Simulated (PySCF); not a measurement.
1,1-difluoro-2-methylprop-1-ene (C₄H₆F₂), SMILES CC(C)=C(F)F. Heavy atoms are numbered as in [CH3:1][C:2]([CH3:3])=[C:4]([F:5])[F:6]. Hydrogens are named by the atom that carries them.

Geometry optimised at PBE0-D3(BJ)/def2-SVP.

Calculation: PySCF with PBE/def2-TZVP.

ESP charges are fitted to the potential on shells at 1.4 to 2.0 van der Waals radii. Atomic charges (e), one atom of each kind:

```
atom      ESP fit    IAO  Mulliken  Löwdin
--------  -------  -----  --------  ------
C1 (CH3)    -0.69  -0.43     -0.34     [?]
C2           0.29  -0.09     -0.11     [?]
C4           0.18   0.50      0.33     [?]
F5          -0.12  -0.23     -0.14    0.24
H on C1      0.19   0.15      0.12    0.13
```

Question: Complete the blanks. (The exact figures need the calculation; the answer reports its results.)

Answer: 
- C1 (CH3), Löwdin: -0.27
- C2, Löwdin: -0.26
- C4, Löwdin: -0.48

Question: Give the Mayer and Wiberg (Löwdin basis) orders of the bonds. (Estimate from the structure and the level; the computed values follow.)

Answer: 
```csv
bond,Mayer,Wiberg
C1–C2,0.99,1.24
C2–C3,0.99,1.24
C2–C4,1.81,1.85
C4–F5,1.16,1.81
C4–F6,1.16,1.81
```
